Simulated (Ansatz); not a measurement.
```yaml
crystal:
  periodic: [false, false, false]
  atoms:
    - {symbol: C, position_ang: [-1.174475, -0.602267, 0.244914]}
    - {symbol: B, position_ang: [-0.090426, 0.521186, -0.600928]}
    - {symbol: S, position_ang: [1.584361, -0.384751, 0.555839]}
    - {symbol: Cl, position_ang: [0.073227, 2.024930, -0.469791]}
    - {symbol: Cl, position_ang: [0.023227, 1.974930, -0.469791]}
    - {symbol: H, position_ang: [-1.195306, -1.506585, 0.418691]}
    - {symbol: H, position_ang: [-1.317198, -0.020428, 1.414650]}
    - {symbol: H, position_ang: [-2.193515, -0.317474, -0.133318]}
    - {symbol: H, position_ang: [1.739300, 0.433301, 1.558634]}
    - {symbol: H, position_ang: [2.539838, 0.323048, -0.228333]}
basis:
  gaussian: {orbitals: def2-TZVPP}
hamiltonian: {xc: {name: B3LYP}}
```

```sh
$ ansatz run in.yaml --threads 4 --pin off --events-out ev --progress --plain --max-ram 10444MiB
```

Output, abridged:

```
Functional definition: B3LYP
1538 factors; their error is unknown
mean field evaluation 1: about -1314.3157 eV, gradient 4.9e2 eV
mean field evaluation 2: about -29.0390 eV, gradient 7.4e2 eV
mean field evaluation 4: about -488.5079 eV, gradient 5.4e2 eV
mean field evaluation 8: about -1534.9199 eV, gradient 4.5e-1 eV
a density is far from that of the atoms, so the factors are made again for it
1723 factors; integrals over basis functions are off by at most 1.0e-3 eV
mean field evaluation 16: about -1528.8667 eV, gradient 4.6e0 eV
mean field -1534.66922946 eV, -56.3980539465 hartree, gradient 8.5e-6 eV, S^2 0.000000; 0 other end points of the search recorded, 0 dependent functions left out
reference -1534.66948232 eV, -56.3980632390 hartree; 33, 33 occupied and 225, 225 virtual orbitals, 1723 factors
Total energy: -1534.66948232 eV, -56.3980632390 hartree
```

Problem. Something in this input is off. What?

Solution. One atom was put on top of another. The calculation finished and met its thresholds. The result belongs to that input, not to the molecule as meant.

B3LYP here is the variant with VWN-RPA as its local correlation; programs differ in this.
